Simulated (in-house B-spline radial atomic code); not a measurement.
Whole-atom quantities along the 27-electron series, configuration [Ar] 3d9. Breit and QED terms are first order and not part of the total energy; the density at the nucleus is averaged over the nuclear charge. Computed with an all-electron radial atomic-structure program (B-spline basis): Dirac-Hartree-Fock, average of the configuration, finite nuclei.

| ion | Z | E/Z² (Eh) | Σ<r²> (bohr²) | n(0)/Z³ (bohr⁻³) | Lamb diamagnetic shielding (ppm) | repulsion over attraction | Breit energy (eV) | self-energy (eV) | vacuum polarisation (eV) | Dirac less non-relativistic energy (Eh) |
| --- | --- | --- | --- | --- | --- | --- | --- | --- | --- | --- |
| Sm35+ | 62 | -2.5196 | 1.1468 | 2.0945 | 6334.24 | 0.085566 | 238.6 | 195.58 | -29.752 | -386.79 |
| Eu36+ | 63 | ? | ? | ? | ? | ? | ? | ? | ? | ? |
| Gd37+ | 64 | -2.5425 | 1.0539 | 2.2356 | 6600.38 | 0.082891 | 265.32 | 219.65 | -34.381 | -444.72 |
| Tb38+ | 65 | -2.5538 | 1.0114 | 2.3272 | 6735.39 | 0.081601 | 279.45 | 232.54 | -36.929 | -476.2 |
| Dy39+ | 66 | -2.565 | 0.97142 | 2.3914 | 6871.58 | 0.080343 | 294.1 | 246.01 | -39.619 | -509.34 |
| Ho40+ | 67 | -2.5761 | 0.93364 | 2.4818 | 7009.23 | 0.079114 | 309.29 | 260.11 | -42.494 | -544.37 |
| Er41+ | 68 | -2.5871 | 0.89793 | 2.5672 | 7148.24 | 0.077914 | 325.03 | 274.84 | -45.542 | -581.27 |
| Tm42+ | 69 | ? | ? | ? | ? | ? | ? | ? | ? | ? |
| Yb43+ | 70 | -2.609 | 0.83216 | 2.7565 | 7430.73 | 0.075593 | 358.22 | 306.33 | -52.229 | -661.11 |

(1) Fill in the row of Eu36+.

(2) Fill in the row of Tm42+.

(3) With what power of Z does the column «Σ<r²> (bohr²)» change over this range?

Results:

(1) E/Z² (Eh): -2.5311; Σ<r²> (bohr²): 1.0989; n(0)/Z³ (bohr⁻³): 2.1643; Lamb diamagnetic shielding (ppm): 6466.7; repulsion over attraction: 0.084212; Breit energy (eV): 251.71; self-energy (eV): 207.34; vacuum polarisation (eV): -31.995; Dirac less non-relativistic energy (Eh): -414.95.

(2) E/Z² (Eh): -2.5981; Σ<r²> (bohr²): 0.86415; n(0)/Z³ (bohr⁻³): 2.668; Lamb diamagnetic shielding (ppm): 7288.77; repulsion over attraction: 0.07674; Breit energy (eV): 341.34; self-energy (eV): 290.24; vacuum polarisation (eV): -48.792; Dirac less non-relativistic energy (Eh): -620.18.

(3) A fit of the logarithm of its size against log Z from Z = 62 to 70 has slope -2.64. Unscreened non-relativistic hydrogenic orbitals would give -2.
